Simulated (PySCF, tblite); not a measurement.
Isomers of C4H9ClSi2, one GFN2-xTB conformer each. Single-point energies are computed at PBE0/pcSseg-1 (PySCF, gas phase, no added dispersion term), electronic only.

Problem. Rank them by PBE0/pcSseg-1 energy, lowest first (kJ/mol).
A. `[CH3:1][C@@H:2]([Cl:3])[SiH2:4][C:5]#[C:6][SiH3:7]` with C1–C2–Si4–C5 62°
B. `[SiH3:1][SiH2:2][C@H:3]1[CH:4]=[C:5]([Cl:6])[CH2:7]1` with Si1–Si2–C3–C4 -43°
C. `[SiH3:1][C@H:2]1[CH2:3][C:4]([Cl:5])=[CH:6][SiH2:7]1` with Si1–C2–C3–C4 150°, C2–C3–C4–Cl5 167°, C4–C6–Si7–C2 10°, Si1–C2–Si7–C6 -144°

Solution. C (0.0), A (100.1), B (125.3).

As drawn, the highest has a four-membered ring and an Si–Si bond, which the lowest lacks. GFN2-xTB itself gives, in the same order: 0.0, 115.0, 87.4. Both levels put the same isomer lowest; measured from each level's own lowest isomer, the values differ by up to 37.9 kJ/mol ([SiH3][SiH2][C@H]1C=C(Cl)C1: 87.4 against 125.3).

Problem. Which frontier levels, dipoles and rotational constants go with these structures?

Solution. 
| SMILES | HOMO (eV, PBE0/pcSseg-1) | LUMO (eV) | dipole (D) | A, B, C (MHz) |
| --- | --- | --- | --- | --- |
| [SiH3][C@H]1CC(Cl)=C[SiH2]1 | -7.45 | -0.41 | 1.14 | 2624, 827.9, 652.0 |
| C[C@@H](Cl)[SiH2]C#C[SiH3] | -7.90 | -0.82 | 2.32 | 4240, 456.8, 426.7 |
| [SiH3][SiH2][C@H]1C=C(Cl)C1 | -7.06 | -0.25 | 1.41 | 2349, 820.7, 676.5 |

Problem. What happens when harmonic zero-point energies from GFN2-xTB frequencies are added?

Solution. 
| SMILES | ZPE (kJ/mol) | electronic (kJ/mol) | with ZPE (kJ/mol) |
| --- | --- | --- | --- |
| [SiH3][C@H]1CC(Cl)=C[SiH2]1 | 282.4 | 0.0 | 0.0 |
| C[C@@H](Cl)[SiH2]C#C[SiH3] | 275.0 | 100.1 | 92.7 |
| [SiH3][SiH2][C@H]1C=C(Cl)C1 | 279.3 | 125.3 | 122.1 |

The zero-point energies span 7.4 kJ/mol. The order is unchanged.
